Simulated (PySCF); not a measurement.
# Phosphorus: a sound run and one with changed settings

Sound run: P⁺ [Ne] 3s2 3p2, P²⁺ [Ne] 3s2 3p1. All numbers are calculated (PySCF 2.14, the non-relativistic Hamiltonian (point nucleus), in aug-cc-pV(D+d)Z). In the sound run the correlated levels freeze [Ne]. The sound run starts from symmetry-adapted Hartree-Fock orbitals and uses a fine grid where one is needed.

Changed run: the spin-free X2C one-electron Hamiltonian (Gaussian nucleus). This setting is unsound on purpose.

```tsv
species	method	sound run (hartree)	changed run (hartree)	converged
P⁺	UHF	-340.34482	-341.07452	yes
P⁺	M06-L	-340.86533	-341.59461	yes
P⁺	M06-2X	-340.85548	-341.58492	yes
P⁺	MP2	-340.39605	-341.12572	yes
P⁺	CCSD(T)	-340.41899	-341.14858	yes
P²⁺	UHF	-339.64036	-340.37017	yes
P²⁺	M06-L	-340.14220	-340.87178	yes
P²⁺	M06-2X	-340.13615	-340.86580	yes
P²⁺	MP2	-339.67958	-340.40937	yes
P²⁺	CCSD(T)	-339.70068	-340.43037	yes
```

Ionisation energy of P⁺:

| method | sound run (eV) | changed run (eV) |
| --- | --- | --- |
| UHF | 19.169 | 19.166 |
| M06-L | 19.678 | 19.669 |
| M06-2X | 19.574 | 19.568 |
| MP2 | 19.496 | 19.493 |
| SCS-MP2 | 19.415 | 19.412 |
| CCSD | 19.533 | 19.531 |
| CCSD(T) | 19.546 | 19.544 |

Most of the change in total energy is the relativistic energy itself. On top of that the contraction fixes the core shape for the Hamiltonian it was made with, so the changed run is not a good calculation with the other Hamiltonian either.

For comparison, NIST gives 19.769 eV between the lowest levels.
